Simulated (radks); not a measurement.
The numbers below are computed, except where a source is named.
Numerical settings for the osmium ion Os+, [Xe] 4f14 5d6 6s1. Level of theory: Dirac Kohn-Sham, PBE, spin-unpolarised, spherical densities, finite nucleus; open shells are shared between the two j in proportion to 2j + 1; Fermi nuclear charge, rms radius 5.4126 fm (a radial shooting solver on a logarithmic mesh with Libxc functionals). The defaults (mesh step 0.008 in ln r, mesh end at 40 bohr or more with all orbitals vanishing there, Anderson mixing 0.5 over 9 steps, residual threshold near 1e-9 with the energy settled to 1e-9 hartree or 1e-11 of itself, here a cap of 85 iterations) give E = -17278.260 hartree and 6s1/2 at -13.138 eV in 15 iterations. Run on one thread of a shared host, so times are rough (Arm Neoverse N1): 0.23 s of CPU time, 0.23 s wall, 15 iterations on 2360 mesh points. Changes against that run (0 stands for a change within the tolerance of the run):

setting,iterations,converged,E (mhartree),e(6s1/2) (meV),CPU (s)
mesh step in ln r 0.03,15,yes,+0.00259,0,0.08
mesh step in ln r 0.2,4,no,diverged,-,0.01
mesh step in ln r 0.02,15,yes,0,0,0.11
mesh end (bohr) 12,15,yes,0,+0.0367,0.21
mesh end (bohr) 8,15,yes,+0.4,+23,0.21
residual threshold 0.01,9,yes,+0.00138,+5.66,0.17
residual threshold 1e-13,24,yes,0,0,0.29
mixing 2.5,19,yes,0,0,0.28
"linear mixing, mixing 1",85,no,+3.58e+05,-7.17e+05,3.9
"linear mixing, mixing 0.5",30,yes,0,0,0.35
mixing history 20,23,yes,0,0,0.3
iteration cap 3,3,no,+58.7,-646,0.06

No run marked as converged misses the energy by more than 1 mhartree. A mesh that ends early acts as a hard wall.
